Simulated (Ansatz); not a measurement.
A nudged elastic band was laid between two geometries of BCl2H2N + FH (8 atoms, charge 0, multiplicity 1).

All numbers below come from RHF/def2-SVP (Ansatz 0.2.0).

```
movable images  : 8
climbing image  : no
spring          : 5.0 eV/Å²
optimiser       : quadratic models (default)
start path      : through a guess of the saddle point
force threshold : 0.03 eV/Å
iteration limit : 60
end points      : relaxed
```

Image 0:

```xyz
8
Properties=species:S:1:pos:R:3
B 0.047 -0.393 0.172
N -0.009 -0.148 1.550
H -0.818 -0.404 2.082
H 0.830 -0.066 2.090
Cl 1.580 -0.227 -0.688
Cl -1.420 -0.841 -0.701
F -0.593 2.710 1.074
H -0.421 1.866 1.355
```

Image 9:

```xyz
8
Properties=species:S:1:pos:R:3
B -0.048 0.504 0.104
N -0.151 0.219 1.711
H -0.233 -0.769 1.897
H 0.675 0.566 2.175
Cl 1.482 -0.372 -0.440
Cl -1.604 -0.186 -0.605
F 0.039 1.848 0.001
H -0.962 0.686 2.090
```

**Question.** Which bonds break or form, and what moves?

**Answer.** Bonds broken: F7–H8. Bonds formed: B1–F7, N2–H8. BCl2H2N + FH becomes BCl2FH3N.

**Question.** What energy profile does the band end with?

**Answer.** It converged. The highest image is number 4 of 0 to 9, 0.81 eV above the first end and 1.90 eV above the last; the last end lies 1.09 eV below the first. Neighbouring images differ by up to 1.5 eV, so the band resolves the path poorly. No image climbed, so the highest image needn't sit at the top of the path. The orbitals stay closed-shell, which can raise the energy where a bond breaks towards radicals; this wasn't checked here.

| image | path coordinate (Å) | energy (eV) | F7–H8 (Å) | B1–F7 (Å) | N2–H8 (Å) |
| --- | --- | --- | --- | --- | --- |
| 0 | 0.00 | 0.00 | 0.91 | 3.29 | 2.06 |
| 1 | 0.44 | 0.02 | 0.91 | 2.97 | 2.06 |
| 2 | 0.89 | 0.18 | 0.91 | 2.52 | 1.86 |
| 3 | 1.33 | 0.79 | 0.97 | 2.00 | 1.56 |
| 4 | 1.77 | 0.81 | 1.30 | 1.64 | 1.18 |
| 5 | 2.21 | -0.68 | 1.80 | 1.40 | 1.02 |
| 6 | 2.66 | -1.01 | 2.31 | 1.35 | 1.01 |
| 7 | 3.10 | -1.04 | 2.38 | 1.35 | 1.01 |
| 8 | 3.55 | -1.07 | 2.47 | 1.35 | 1.01 |
| 9 | 3.99 | -1.09 | 2.59 | 1.35 | 1.01 |

**Question.** What is the geometry of the highest image?

**Answer.** 
```xyz
8
Properties=species:S:1:pos:R:3
B -0.082 0.212 0.190
N -0.073 0.166 1.733
H -0.814 -0.366 2.167
H 0.810 -0.061 2.167
Cl 1.529 -0.006 -0.575
Cl -1.504 -0.574 -0.576
F -0.383 1.824 0.321
H -0.286 1.300 1.509
```

Run time: 3 min on 1 thread of Arm Neoverse V2 (shared host), peak memory 0.18 GiB.
